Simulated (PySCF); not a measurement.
# Relaxation of singlet NbS₂⁺

Method: PBE0 in PySCF with Nb def2-TZVP with ECP28, S def2-TZVP; scalar-relativistic core potentials, no spin–orbit coupling; density-fitted integrals. A (50,194) grid was used.

A start displaced from a saddle point along its imaginary mode, of C2v symmetry, held to at least that symmetry:

```xyz
3
charge 1 multiplicity 1, angstrom
Nb    0.0803    0.0191    0.0000
S    -0.1167   -0.0278    2.1827
S    -0.1167   -0.0278   -2.1827
```

(1) What forces act on the atoms at the start (eV/Å)?

(2) What does it relax to?

(3) How much energy is released, and in how many steps?

Answers

(1) 
| atom | Fx | Fy | Fz |
| --- | --- | --- | --- |
| Nb1 | 2.50 | 0.60 | 0.00 |
| S2 | -1.25 | -0.30 | -0.35 |
| S3 | -1.25 | -0.30 | 0.35 |

(2) It ends at C2v with Nb–S 2.098 Å (×2); S–Nb–S 104.7° (after a last refinement on a finer grid). A frequency run shows a minimum. Other isomers or separated fragments may lie lower.

(3) 286.2 kJ/mol in 7 steps.

The relaxation took of the order of 50 core-seconds on a shared host.
